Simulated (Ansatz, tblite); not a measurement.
Removing and adding an electron: CrF₃. The state is a quartet with charge 0. Geometry: r2SCAN-D4/def2-TZVP. Ansatz, gas phase; energy differences of separate SCF runs; the oxidised species is a triplet (the quintet lies 2.78 eV higher at PBE0-D4/def2-TZVP); the reduced species is a quintet (the triplet lies 0.58 eV higher at PBE0-D4/def2-TZVPD).

Cartesian coordinates in Å:
```
Cr 0.0052 0.0021 -0.0080
F -1.3708 -0.3663 -0.9814
F 0.2424 1.6075 0.5778
F 1.1232 -1.2433 0.4116
```

The xTB rows come from tblite. Correlated methods freeze 8 core orbitals; core or outer-core shells of Cr are correlated, in sets that lack core-valence functions. The order of the spin states hangs on the level: the triplet lies 0.06 eV below the quintet at PBE-D4/def2-TZVPD, but 0.41 eV above it at r2SCAN-D4/def2-TZVPD.

| level | −HOMO (eV) | vertical IE (eV) | −LUMO (eV) | vertical EA (eV) | HOMO–LUMO gap (eV) | IE − EA (eV) | remarks |
| --- | --- | --- | --- | --- | --- | --- | --- |
| GFN2-xTB | – | 15.91 | – | 4.86 | – | 11.05 | – |
| PBE-D4/def2-TZVP | 6.48 | 10.82 | 4.87 | – | 1.61 | – | – |
| r2SCAN-D4/def2-TZVP | 7.17 | 11.15 | 5.08 | – | 2.10 | – | – |
| PBE0-D4/def2-TZVP | 9.26 | 11.81 | 3.84 | – | 5.42 | – | – |
| PBE0-D4/def2-TZVPD | 9.23 | – | 3.82 | 1.34 | 5.42 | – | HOMO above zero (-1 quintet) |
| CCSD(T)/def2-TZVPP | – | 11.73 | – | – | – | – | spin-contaminated (⟨S²⟩ 2.14) (+1 triplet) |

**Question.** Estimate the rows for GFN1-xTB, HF/def2-TZVPP, PBE-D4/def2-TZVPD, r2SCAN-D4/def2-TZVPD, MP2/def2-TZVPP, CCSD/def2-TZVPP.

**Answer.** 
| level | −HOMO (eV) | vertical IE (eV) | −LUMO (eV) | vertical EA (eV) | HOMO–LUMO gap (eV) | IE − EA (eV) | remarks |
| --- | --- | --- | --- | --- | --- | --- | --- |
| GFN1-xTB | – | 18.33 | – | 7.56 | – | 10.77 | – |
| HF/def2-TZVPP | – | 13.14 | – | – | – | – | spin-contaminated (⟨S²⟩ 2.14) (+1 triplet) |
| PBE-D4/def2-TZVPD | 6.48 | – | 4.88 | 0.80 | 1.60 | – | HOMO above zero (-1 quintet), lower spin may lie lower (-1 quintet) |
| r2SCAN-D4/def2-TZVPD | 7.13 | – | 5.05 | 1.14 | 2.09 | – | HOMO above zero (-1 quintet) |
| MP2/def2-TZVPP | – | 11.57 | – | – | – | – | spin-contaminated (⟨S²⟩ 2.14) (+1 triplet) |
| CCSD/def2-TZVPP | – | 12.34 | – | – | – | – | spin-contaminated (⟨S²⟩ 2.14) (+1 triplet) |

   A HOMO above zero means that the electron is unbound at that level or that self-interaction error raises the level; the energy of removing that electron tells which. HOMO and LUMO are the levels of the spin that leaves or enters (xTB has no such levels and no spin-polarisation term). Other spin states of the ions may lie lower, which would lower the ionisation energy or raise the affinity. Raw xTB energy differences between charge states are shifted by several eV; the methods need an empirical correction for them.
